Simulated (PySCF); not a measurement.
**2p core levels of F3Si(SH)**

Species: F3Si(SH), F₃HSSi.
Bonds: F1–Si2, Si2–F3, Si2–F4, Si2–S5. Hydrogens: H6 on S5.

Level of theory: delta-SCF UKS SCAN, pcX-2 on the ionised atom, pcseg-1 elsewhere, spin-free X2C in PySCF. These are vertical core ionisation energies against the vacuum level, from separate self-consistent calculations with and without the core hole. The 2p values add to the ΔSCF energy of one spin-free hole a correction within the shell (spin–orbit coupling, ligand field). The splitting includes the ligand field, and 2p3/2 is the mean of two sublevels.

When a 2p electron fills a 1s hole, the emitted photon carries the energy difference of the two hole states (Kα1 from 2p3/2, Kα2 from 2p1/2), here at the ground state's geometry.

| atom | Kα1 (eV) | Kα2 (eV) | 2p3/2 binding energy (eV) |
| --- | --- | --- | --- |
| Si2 | 1740.34 | 1739.71 | 110.55 |

Q: What are the 1s and 2p1/2 binding energies?

A: 1s = Kα1 + 2p3/2, and 2p1/2 = 1s − Kα2:

```tsv
atom	environment	1s (eV)	2p1/2 (eV)
Si2	fluorine-bound silicon	1850.89	111.18
```

Q: And the 1s levels of the other atoms?

A: F1/F3/F4 (silicon-bound fluorine) 693.57 eV; S5 (sulfur bonded to Si and H) 2478.69 eV.

Topologically equivalent atoms share the value of their first member; where this conformer doesn't relate them by symmetry, their own values could differ. Not every level is listed. Isolated species at its GFN2-xTB geometry, gas phase.

Conformer computed: `[F:1][Si:2]([F:3])([F:4])[SH:5]`: H–S5–Si2–F1 -60°.
